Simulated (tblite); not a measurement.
C6H7F2NSi.
Structure used (GFN2-xTB), in Å, numbered top down from 1:
```xyz
17
C6H7F2NSi angstrom
N      1.7663   -1.1048   -1.6517
C      0.8554   -0.8951   -0.9862
C     -0.2640   -0.5909   -0.2180
C     -1.7321   -0.8039   -0.4748
C     -1.1172   -1.3192    0.7785
C     -0.4186   -0.0631    1.1998
Si    -1.3208    1.5894    1.5268
C      0.7718   -0.2661    2.1079
F      1.6712    0.7387    1.9520
F      1.4383   -1.4182    1.8519
H     -2.3910    0.0558   -0.4280
H     -2.0027   -1.5256   -1.2357
H     -1.0525   -2.3116    1.1749
H     -1.2185    2.4098    0.3244
H     -2.7093    1.2642    1.8593
H     -0.6686    2.2237    2.6669
H      0.4854   -0.2849    3.1725
```

Calculated harmonic vibrations of the isolated species, GFN2-xTB (tblite), most abundant isotopes, no scaling. Errors from tens to a few hundred cm⁻¹ against measured bands are possible. Modes of hydrogen on silicon can be 10 to 20 % off. One conformer, not necessarily the lowest.

Harmonic wavenumbers (cm⁻¹): 49.4, 81.8, 97.1, 108.2, 158.1, 207.0, 227.3, 249.8, 346.7, 400.1, 441.3, 494.6, 511.4, 526.9, 558.4, 566.2, 655.3, 753.8, 766.2, 781.8, 800.8, 823.2, 892.6, 920.7, 946.5, 988.7, 1024.4, 1037.8, 1077.8, 1105.3, 1139.6, 1165.4, 1275.8, 1287.6, 1308.9, 1441.9, 1529.3, 2272.0, 2316.3, 2323.8, 2370.5, 2877.5, 3022.4, 3068.2, 3165.2.

A = 1377, B = 1116, C = 808.1 MHz; mass 159.032 u (most abundant isotopes); point group C1, symmetry number 1.

Task: What is the zero-point energy?

Result: Half the sum of the wavenumbers: 24082 cm⁻¹ = 288.08 kJ/mol.

Task: What is S at 273.15 K and 1 bar for an ideal gas of classical rigid rotors and harmonic oscillators?

Result: Translation 170.26, rotation 124.17, vibration 122.52: S = 416.9 J/(mol K).

Task: And Cp and H(273.15 K) − H(0)?

Result: Cp = 164.11 J/(mol K), of which vibrations give 130.85 (their classical limit is 45 R = 374.2); H(273.15 K) − H(0) = 27.07 kJ/mol without the zero-point energy, 17.98 from vibrations.

Task: How do the functions run with temperature in this model?

Result: 
```json
{"T (K)": "50", "S (J/(mol K))": "251.3", "Cp (J/(mol K))": "57.6", "H − H(0) (kJ/mol)": "2.12", "G − H(0) (kJ/mol)": "-10.44", "ln q(vib)": "0.50"}
{"T (K)": "100", "S (J/(mol K))": "299.5", "Cp (J/(mol K))": "83.2", "H − H(0) (kJ/mol)": "5.67", "G − H(0) (kJ/mol)": "-24.28", "ln q(vib)": "1.81"}
{"T (K)": "298.15", "S (J/(mol K))": "431.8", "Cp (J/(mol K))": "175.3", "H − H(0) (kJ/mol)": "31.31", "G − H(0) (kJ/mol)": "-97.43", "ln q(vib)": "7.54"}
{"T (K)": "373.15", "S (J/(mol K))": "474.5", "Cp (J/(mol K))": "205.8", "H − H(0) (kJ/mol)": "45.63", "G − H(0) (kJ/mol)": "-131.43", "ln q(vib)": "9.70"}
{"T (K)": "500", "S (J/(mol K))": "540.7", "Cp (J/(mol K))": "246.6", "H − H(0) (kJ/mol)": "74.46", "G − H(0) (kJ/mol)": "-195.90", "ln q(vib)": "13.29"}
{"T (K)": "750", "S (J/(mol K))": "651.6", "Cp (J/(mol K))": "299.0", "H − H(0) (kJ/mol)": "143.26", "G − H(0) (kJ/mol)": "-345.43", "ln q(vib)": "19.94"}
{"T (K)": "1000", "S (J/(mol K))": "742.3", "Cp (J/(mol K))": "330.7", "H − H(0) (kJ/mol)": "222.27", "G − H(0) (kJ/mol)": "-520.02", "ln q(vib)": "25.94"}
```

q(vib) and H(0) count from the zero-point level.

Task: Blend soft modes into free rotors: weight 1/[1 + (100 cm⁻¹/ν̃)⁴] for the oscillator and the rest for a rotor with moment μB/(μ + B), μ = h/(8π²ν), B = 10⁻⁴⁴ kg m². What vibrational entropy results?

Result: 113.83 J/(mol K) in place of 122.52, which changes −T·S at 273.15 K by +2.37 kJ/mol.

Hindered rotation and anharmonicity are outside this model. Other conformers, if any are populated, would add a mixing term that is left out. The structure is chiral; the term R ln 2 for an equal mix with its mirror image is left out.

The run took 1.2 s of wall time on an Arm Neoverse N1 with one thread, on a shared host. This covers the Hessian and the dipole derivatives.
